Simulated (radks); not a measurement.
Neutral fluorine inside a hard spherical wall (all orbitals vanish at R), configuration held at [He] 2s2 2p5 and not refilled when levels cross. All-electron calculation, scalar-relativistic Kohn-Sham, LDA (Slater exchange, Perdew-Wang correlation), spin-polarised, spherical densities, finite nucleus; open shells are filled with parallel spins first; Fermi nuclear charge, rms radius 2.8976 fm. Program: a radial shooting solver on a logarithmic mesh with Libxc functionals. Eigenvalues in eV for spin up, with the zero of energy where the potential of the charges vanishes at infinity; a dash marks a level that is unbound or too diffuse for the functional's potential to be trusted. A positive occupied level is held by the wall or, in an anion where self-interaction has pushed it up, behind a barrier. The pressure on the wall is -dE/dV.

| R (bohr) | E (hartree) | kinetic (hartree) | e(1s) | e(2s) | e(2p) | e(3s, empty) | e(3p, empty) | pressure (GPa) |
|---|---|---|---|---|---|---|---|---|
| free | -99.20337 | 98.953 | -659.26 | -30.389 | -12.016 | -0.108 | - | 0 |
| 15 | -99.20337 | 98.953 | -659.26 | -30.389 | -12.016 | -0.005 | 0.954 | < 0.0001 |
| 10 | -99.20337 | 98.953 | -659.26 | -30.388 | -12.016 | 0.361 | 1.978 | < 0.0001 |
| 8 | -99.20335 | 98.953 | -659.25 | -30.387 | -12.014 | 0.936 | 3.120 | 0.000929 |
| 3.5 | -99.14098 | 99.325 | -656.50 | -28.556 | -9.996 | 18.191 | 24.438 | 24.0 |
| 3 | -99.02882 | 99.875 | -653.31 | -26.529 | -7.683 | 30.360 | 37.038 | 95.9 |
| 1.5 | -93.19245 | 117.415 | -592.03 | 23.268 | 43.942 | 249.06 | 228.10 | 17000 |
